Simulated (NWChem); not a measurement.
System: C6H13O, doublet; SMILES C[C](O)CC(C)C

Parts of the log:

```
             Northwest Computational Chemistry Package (NWChem) 7.3.0
             --------------------------------------------------------

                             Geometry "geometry" -> ""
                             -------------------------

 Output coordinates in angstroms (scale by  1.889725989 to convert to a.u.)

  No.       Tag          Charge          X              Y              Z
 ---- ---------------- ---------- -------------- -------------- --------------
    1 C                    6.0000     0.86916100    -1.87251500     0.88277800
    2 C                    6.0000    -0.04132400    -1.31667800    -0.16164500
    3 O                    8.0000    -0.61232700    -2.21579100    -1.04052200
    4 C                    6.0000     0.18674300     0.02405900    -0.78269000
    5 C                    6.0000     0.22709800     1.21465000     0.19732600
    6 C                    6.0000     0.57126200     2.51158700    -0.54348500
    7 C                    6.0000    -1.08613500     1.34751200     0.97596900
    8 H                    1.0000     1.11053200    -1.11578100     1.65540900
    9 H                    1.0000     1.84622000    -2.22952500     0.45999300
   10 H                    1.0000     0.41098800    -2.73998700     1.40876000
   11 H                    1.0000    -0.64712800    -3.08532400    -0.59966200
   12 H                    1.0000    -0.62083700     0.18995000    -1.52971600
   13 H                    1.0000     1.14149900     0.02067100    -1.37484300
   14 H                    1.0000     1.04389400     1.02223900     0.93104100
   15 H                    1.0000     0.64070900     3.37093000     0.15418900
   16 H                    1.0000    -0.20963300     2.75408300    -1.29576600
   17 H                    1.0000     1.53814200     2.43044700    -1.08151600
   18 H                    1.0000    -1.33750200     0.40455800     1.50252100
   19 H                    1.0000    -1.03426900     2.16483800     1.72413200
   20 H                    1.0000    -1.92740400     1.57438600     0.28638500

 Effective nuclear repulsion energy (a.u.)     318.7983215196

                                 NWChem DFT Module
                                 -----------------

 Summary of "ao basis" -> "ao basis" (spherical)
 ------------------------------------------------------------------------------
       Tag                 Description            Shells   Functions and Types
 ---------------- ------------------------------  ------  ---------------------
 C                           6-31g*                  6       14   3s2p1d
 O                           6-31g*                  6       14   3s2p1d
 H                           6-31g*                  2        2   2s

 in cosmo_initialize ...
 calling solv_data for solv:h2o

 solvent parameters
 solvname_short: h2o
 solvname_long:  water
 dielec:       78.4000
 dielecinf:     1.7769
 aqueous SMD model solvent descriptors
 dielec:       78.4000
 sola:          0.8200

          ---------------
          -cosmo- solvent
          ---------------
 Cosmo: York-Karplus, doi: 10.1021/jp992097l
 dielectric constant -eps-     =  78.40
 screen = (eps-1)/(eps    )    =   0.98724
 surface charge correction     = lagrangian

   van der Waals surface
 --------------------------

[...]

                                COSMO-SMD solvation results
                                ---------------------------

             internal energy in gas <Psi(g)|H|Psi(g)> =      -311.470313257412
         internal energy in solvent <Psi(s)|H|Psi(s)> =      -311.468425038911
                               delta internal energy  =         0.001888218500 (    1.18 kcal/mol)
   total free energy in solvent <Psi(s)|H+V/2|Psi(s)> =      -311.482027376709
 polarization energy contribution <Psi(s)|V/2|Psi(s)> =        -0.013602337798 (   -8.54 kcal/mol)
    total free energy in solvent including G(SMD-CDS) =      -311.475463808176
                       G(SMD-CDS) energy contribution =         0.006563568533 (    4.12 kcal/mol)
     1 M fixed-concentration free energy of solvation =        -0.005150550765 (   -3.23 kcal/mol)

                    DFT Final Alpha Molecular Orbital Analysis
                    ------------------------------------------

 Vector   27  Occ=1.000000D+00  E=-3.811978D-01
              MO Center=  3.6D-02,  8.8D-01, -2.0D-02, r^2= 4.1D+00
   Bfn.  Coefficient  Atom+Function         Bfn.  Coefficient  Atom+Function
  ----- ------------  ---------------      ----- ------------  ---------------
    46      0.302738   4 C  py               60     -0.299860   5 C  py
    74      0.245579   6 C  py               18     -0.162401   2 C  py
    88      0.163105   7 C  py               50      0.155455   4 C  py
   114      0.144939  15 H  s                64     -0.143047   5 C  py
    78      0.135971   6 C  py              113      0.132591  15 H  s

 Vector   28  Occ=1.000000D+00  E=-3.730545D-01
              MO Center=  7.5D-02,  1.0D+00,  3.4D-02, r^2= 3.5D+00
   Bfn.  Coefficient  Atom+Function         Bfn.  Coefficient  Atom+Function
  ----- ------------  ---------------      ----- ------------  ---------------
   112      0.250654  14 H  s               111      0.233556  14 H  s
    61      0.228713   5 C  pz               59      0.224605   5 C  px
   108      0.179265  12 H  s                47     -0.164680   4 C  pz
   124      0.156076  20 H  s               116      0.154670  16 H  s
    87     -0.152480   7 C  px              107      0.140874  12 H  s

 Vector   29  Occ=1.000000D+00  E=-2.061149D-01
              MO Center= -3.0D-02, -1.3D+00, -2.0D-01, r^2= 2.2D+00
   Bfn.  Coefficient  Atom+Function         Bfn.  Coefficient  Atom+Function
  ----- ------------  ---------------      ----- ------------  ---------------
    17      0.452562   2 C  px               21      0.376992   2 C  px
    20     -0.298775   2 C  s                19     -0.294405   2 C  pz
   102     -0.248644   9 H  s                23     -0.242439   2 C  pz
    31     -0.239164   3 O  px               35     -0.237542   3 O  px
   110     -0.235091  13 H  s                37      0.161500   3 O  pz

 Vector   30  Occ=0.000000D+00  E= 1.213612D-01
              MO Center=  2.9D-01, -3.6D-01,  4.1D-01, r^2= 8.5D+00
   Bfn.  Coefficient  Atom+Function         Bfn.  Coefficient  Atom+Function
  ----- ------------  ---------------      ----- ------------  ---------------
     6      0.891135   1 C  s                62      0.716893   5 C  s
    90      0.690169   7 C  s               112     -0.677404  14 H  s
    48      0.650324   4 C  s               100     -0.606532   8 H  s
    76      0.576329   6 C  s               104     -0.575570  10 H  s
   106     -0.551596  11 H  s               110     -0.450832  13 H  s

 Vector   31  Occ=0.000000D+00  E= 1.406674D-01
              MO Center= -2.8D-01, -4.9D-01, -3.8D-01, r^2= 9.8D+00
   Bfn.  Coefficient  Atom+Function         Bfn.  Coefficient  Atom+Function
  ----- ------------  ---------------      ----- ------------  ---------------
    76      0.894675   6 C  s               106      0.872227  11 H  s
    62      0.666319   5 C  s               116     -0.643849  16 H  s
    90      0.620048   7 C  s                34     -0.578963   3 O  s
   108     -0.507069  12 H  s               124     -0.491025  20 H  s
   118     -0.464161  17 H  s                 6     -0.461181   1 C  s

 Vector   32  Occ=0.000000D+00  E= 1.670778D-01
              MO Center=  2.7D-04, -1.3D-01, -1.7D-02, r^2= 7.7D+00
   Bfn.  Coefficient  Atom+Function         Bfn.  Coefficient  Atom+Function
  ----- ------------  ---------------      ----- ------------  ---------------
   108      1.007159  12 H  s               112     -0.889774  14 H  s
    48     -0.713498   4 C  s               100     -0.633372   8 H  s
   106      0.580778  11 H  s               116      0.551600  16 H  s
    62      0.532226   5 C  s               104      0.511431  10 H  s
     8      0.502765   1 C  py               49      0.398018   4 C  px

                     DFT Final Beta Molecular Orbital Analysis
                     -----------------------------------------

 Vector   26  Occ=1.000000D+00  E=-3.785602D-01
              MO Center=  1.8D-02,  6.4D-01, -8.4D-02, r^2= 4.5D+00
   Bfn.  Coefficient  Atom+Function         Bfn.  Coefficient  Atom+Function
  ----- ------------  ---------------      ----- ------------  ---------------
    59      0.246187   5 C  px               87     -0.220747   7 C  px
    74     -0.172065   6 C  py               73     -0.163260   6 C  px
    31      0.158593   3 O  px               18      0.147427   2 C  py
    46     -0.147528   4 C  py               89      0.138806   7 C  pz
    60      0.134898   5 C  py               45     -0.132463   4 C  px

[...]
```

Level: M06-2X/6-31G* (spherical d), spin-unrestricted, SMD on the gas-phase geometry. Geometry: optimised at PBE-D3(BJ)/def2-SVP, spin-unrestricted. Not confirmed as a minimum by frequencies. No stability test was run on the SCF state. Solvent: water.

Q: Which NWChem input produces such a log?

A: Several could match; the one computed here: the input that was run:
```
start job
memory heap 200 mb stack 900 mb global 1100 mb
geometry units angstroms noautosym nocenter noautoz
  C      0.869161    -1.872515     0.882778
  C     -0.041324    -1.316678    -0.161645
  O     -0.612327    -2.215791    -1.040522
  C      0.186743     0.024059    -0.782690
  C      0.227098     1.214650     0.197326
  C      0.571262     2.511587    -0.543485
  C     -1.086135     1.347512     0.975969
  H      1.110532    -1.115781     1.655409
  H      1.846220    -2.229525     0.459993
  H      0.410988    -2.739987     1.408760
  H     -0.647128    -3.085324    -0.599662
  H     -0.620837     0.189950    -1.529716
  H      1.141499     0.020671    -1.374843
  H      1.043894     1.022239     0.931041
  H      0.640709     3.370930     0.154189
  H     -0.209633     2.754083    -1.295766
  H      1.538142     2.430447    -1.081516
  H     -1.337502     0.404558     1.502521
  H     -1.034269     2.164838     1.724132
  H     -1.927404     1.574386     0.286385
end
basis spherical
  * library 6-31g*
end
dft
  odft
  mult 2
  xc m06-2x
  iterations 150
end
cosmo
  do_cosmo_smd true
  solvent water
end
task dft energy
```
